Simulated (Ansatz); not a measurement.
Basis-set extrapolation for FH5SSi2 (`F[SiH2]S[SiH3]`) (PBE0-D4/def2-TZVP geometry, frozen core, Ansatz). Multiplicity 1, RHF reference.

```tsv
	cc-pV(T+d)Z	cc-pV(Q+d)Z
HF	-1077.957744	-1077.978490
MP2 correlation	-0.676487	-0.735612
CCSD(T) correlation	-0.751750	-0.808504
```

Energies in hartree. Use E(X) = E(∞) + A·exp(−5.46·√X) for Hartree–Fock and E(X) = E(∞) + B·X^(−3.05) for correlation, with X = 3 and 4.

What is the CCSD(T) energy at the basis-set limit?

HF limit: -1077.978490 + (-0.020746) × 0.30130 = -1077.98474. Correlation limit: -0.808504 + (-0.056754) × 0.71189 = -0.84891. Total: -1078.83365 hartree, 77.9 kcal/mol below CCSD(T)/cc-pV(T+d)Z.
